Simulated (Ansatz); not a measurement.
C2H10B2Si, SMILES `CCBB[SiH3]`, relaxed with RKS PBE0-D4/def2-TZVP in Ansatz 0.2.0 from a PBE-D4/def2-SVP geometry. The force threshold is 0.005 eV/Å; the program also tests the step.

The species carries charge 0 and has multiplicity 1.

Start:

```xyz
15

C    -1.755   -1.506    1.406
C    -0.809   -0.356    1.041
B     0.226   -0.594   -0.120
B     1.599    0.156   -0.570
Si    1.467    1.842   -1.684
H    -1.198   -2.366    1.835
H    -2.296   -1.885    0.514
H    -2.512   -1.201    2.158
H    -0.328    0.081    1.943
H    -1.398    0.500    0.614
H    -0.083   -1.424   -0.987
H     2.730   -0.247   -0.349
H     2.424    1.881   -2.851
H     0.085    2.153   -2.202
H     1.850    2.967   -0.745
```

**Question.** How much energy does the relaxation release, and in how many steps? (Best estimate.)

**Answer.** Ansatz gave: 5.38 kJ/mol, in 14 steps.

**Question.** Which bonds change most? (An estimate is asked.)

**Answer.** Computed: B3–H11 from 1.239 to 1.213 Å; Si5–H15 from 1.515 to 1.494 Å; B4–H12 from 1.220 to 1.200 Å; Si5–H13 from 1.509 to 1.490 Å.

**Question.** Give the relaxed structure. (Estimate.)

**Answer.** The calculation gave: 
```xyz
15

C    -1.708   -1.512    1.428
C    -0.824   -0.349    0.992
B     0.160   -0.618   -0.194
B     1.531    0.160   -0.587
Si    1.488    1.866   -1.660
H    -1.112   -2.321    1.857
H    -2.256   -1.927    0.580
H    -2.436   -1.207    2.185
H    -0.332    0.116    1.852
H    -1.459    0.455    0.574
H    -0.180   -1.448   -1.011
H     2.626   -0.236   -0.297
H     2.467    1.849   -2.783
H     0.152    2.213   -2.217
H     1.883    2.958   -0.720
```
